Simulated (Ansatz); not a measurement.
One change: `BC#CF` becomes `BC#C`.

Ansatz, PBE0-D4/def2-TZVP geometries, multiplicity 1. 

| property | `BC#CF` |
| --- | --- |
| LUMO energy (B3LYP/def2-TZVPP) / eV | -2.41 |
| vertical ionisation energy (CCSD(T)/CBS(def2)) / eV | 10.82 |
| HOMO energy (B3LYP/def2-TZVPP) / eV | -7.74 |
| HOMO–LUMO gap (B3LYP/def2-TZVPP) / eV | 5.33 |
| HOMO energy (PBE0/def2-TZVPP) / eV | -7.96 |
| HOMO energy (PBE/def2-TZVPP) / eV | -6.67 |

(1) What does the change do to each property? (Best estimate.)

Answers

(1) The calculation gave: 
```tsv
property	`BC#C`	shift
LUMO energy (B3LYP/def2-TZVPP) / eV	-2.60	-0.19
vertical ionisation energy (CCSD(T)/CBS(def2)) / eV	10.90	0.08
HOMO energy (B3LYP/def2-TZVPP) / eV	-7.87	-0.13
HOMO–LUMO gap (B3LYP/def2-TZVPP) / eV	5.27	-0.06
HOMO energy (PBE0/def2-TZVPP) / eV	-8.09	-0.13
HOMO energy (PBE/def2-TZVPP) / eV	-6.88	-0.21
```

With PBE0 the HOMO falls by 0.13 eV and the LUMO falls by 0.19 eV, so the gap narrows by about 0.06 eV. PBE moves the HOMO by -0.21 eV and ωB97M-V by -0.13 eV.

B3LYP here is the variant with VWN-RPA as its local correlation; programs differ in this.
